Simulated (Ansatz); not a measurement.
Species: BNH2Cl, charge 0, doublet. BNH2Cl (SMILES N[B]Cl, doublet).
B3LYP-D3(BJ)/def2-TZVP minimum from Ansatz (a quantum-chemistry and plane-wave program):
```xyz
5

B      0.4711     0.6246    -0.1666
Cl    -1.0417    -0.2620    -0.2359
N      1.6053     0.1863     0.4810
H      2.4565     0.7224     0.4999
H      1.6600    -0.6944     0.9764
```
Charge 0, spin multiplicity 2.

Total energies in hartree (Ansatz). Open shells are spin-unrestricted; no spin-orbit coupling. Cores are frozen in correlated methods. No relativity. For partners of very few electrons the exact lower level stands in for a higher one.

| species | HF/cc-pV(T+d)Z | CCSD(T)/cc-pV(T+d)Z | HF/cc-pV(Q+d)Z | CCSD(T)/cc-pV(Q+d)Z | CCSD(T)/cc-pV(D+d)Z | CCSDT(Q)/cc-pV(D+d)Z |
|---|---|---|---|---|---|---|
| 1: BNH2Cl (SMILES N[B]Cl, doublet) | -539.88040 | -540.40541 | -539.88990 | -540.45297 | -540.25094 | -540.25270 |
| 2: B (doublet) | -24.53207 | -24.59810 | -24.53297 | -24.60084 | -24.58941 | -24.58977 |
| 3: Cl (doublet) | -459.48556 | -459.67356 | -459.48916 | -459.69449 | -459.60403 | -459.60445 |
| 4: N (quartet) | -54.40069 | -54.51471 | -54.40372 | -54.52482 | -54.47850 | -54.47866 |
| 5: H (doublet) | -0.49981 | -0.49981 | -0.49995 | -0.49995 | -0.49928 | -0.49928 |

Work out the atomisation energy (electronic, to ground-state atoms) in kJ/mol: take Hartree-Fock from cc-pV(Q+d)Z, extrapolate the CCSD(T) correlation energy as X^-3 (X = 3, 4), and add CCSDT(Q) - CCSD(T) in cc-pV(D+d)Z. 1 hartree = 2625.5 kJ/mol.


Species 1: correlation (64·(-0.56307) - 27·(-0.52501))/37 = -0.59084; step -0.00176; E1 = -539.88990 + (-0.59084) + (-0.00176) = -540.48250
Species 2: correlation (64·(-0.06787) - 27·(-0.06603))/37 = -0.06921; step -0.00036; E2 = -24.53297 + (-0.06921) + (-0.00036) = -24.60254
Species 3: correlation (64·(-0.20533) - 27·(-0.18800))/37 = -0.21798; step -0.00042; E3 = -459.48916 + (-0.21798) + (-0.00042) = -459.70756
Species 4: correlation (64·(-0.12110) - 27·(-0.11402))/37 = -0.12627; step -0.00016; E4 = -54.40372 + (-0.12627) + (-0.00016) = -54.53015
Species 5: correlation (64·(0.00000) - 27·(0.00000))/37 = 0.00000; step +0.00000; E5 = -0.49995 + (0.00000) + (+0.00000) = -0.49995
-1·E1 +1·E2 +1·E3 +1·E4 +2·E5 = 0.64235 hartree = 1686.5 kJ/mol.
